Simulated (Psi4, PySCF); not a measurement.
Input for Psi4:
```
memory 2 GB

molecule mol {
0 2
C     0.776639   -0.108025   -0.026089
C    -0.679178    0.098557    0.005015
H     1.445869    0.690591    0.226322
H     1.184905   -1.087008   -0.181906
H    -1.085918   -0.072996    1.012042
H    -0.938840    1.121188   -0.267949
H    -1.190783   -0.594965   -0.662065
}

set {
  basis def2-tzvp
  reference uhf
  freeze_core true
  mp2_type conv
  scf_type pk
  puream true
  d_convergence 1e-8
}

energy('mp2')
print_variables()
```

Question: Give the equivalent PySCF input.

Answer: This is not unique; one that fits is 
```python
from pyscf import gto, scf, mp

mol = gto.Mole()
mol.atom = '''
    C     0.776639   -0.108025   -0.026089
    C    -0.679178    0.098557    0.005015
    H     1.445869    0.690591    0.226322
    H     1.184905   -1.087008   -0.181906
    H    -1.085918   -0.072996    1.012042
    H    -0.938840    1.121188   -0.267949
    H    -1.190783   -0.594965   -0.662065
'''
mol.basis = 'def2-tzvp'
mol.charge = 0
mol.spin = 1
mol.verbose = 3
mol.build()

mf = scf.UHF(mol)
mf.kernel()

pt = mp.MP2(mf, frozen=2)
pt.kernel()
print('E(MP2) = %.10f' % pt.e_tot)
```

Both were run: Psi4 gave -78.944467 Eh and PySCF -78.944467 Eh, 0.000 mEh apart.
